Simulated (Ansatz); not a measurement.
C4H5F5O, SMILES `FC[C@@H](F)[C@@H](F)OC(F)F` at its PBE0-D4/def2-TZVP geometry, where that method's forces vanish. The species carries charge 0 and has multiplicity 1.

```xyz
15

F    -1.7500    2.3733   -1.3368
C    -0.6451    1.7893   -0.7615
C    -0.5909    0.3345   -1.1478
F    -0.2427    0.2079   -2.4737
C     0.4187   -0.4500   -0.3339
F     1.6419    0.1773   -0.3611
O    -0.0431   -0.5014    0.9719
C     0.5976   -1.4005    1.7869
F     0.1522   -1.1785    3.0205
F     0.2627   -2.6615    1.4386
H     0.2484    2.3078   -1.1160
H    -0.7237    1.8828    0.3247
H    -1.5752   -0.1235   -1.0086
H     0.5621   -1.4485   -0.7585
H     1.6872   -1.3091    1.7554
```

Q: What forces (eV/Å) does ωB97M-V/def2-TZVPP give on these atoms in Ansatz 0.2.0? (An estimate is asked.)

A: Ansatz gave: 
```
F1  -0.214  0.089 -0.118
C2   0.312  0.025  0.205
C3  -0.217 -0.068  0.216
F4   0.081 -0.007 -0.231
C5  -0.100 -0.269 -0.224
F6   0.184  0.128  0.013
O7  -0.173  0.135  0.074
C8   0.381  0.070 -0.050
F9  -0.089  0.032  0.227
F10 -0.071 -0.194 -0.073
H11 -0.070 -0.052  0.027
H12  0.012 -0.011 -0.092
H13  0.083  0.042 -0.011
H14 -0.009  0.086  0.041
H15 -0.109 -0.006 -0.003
```
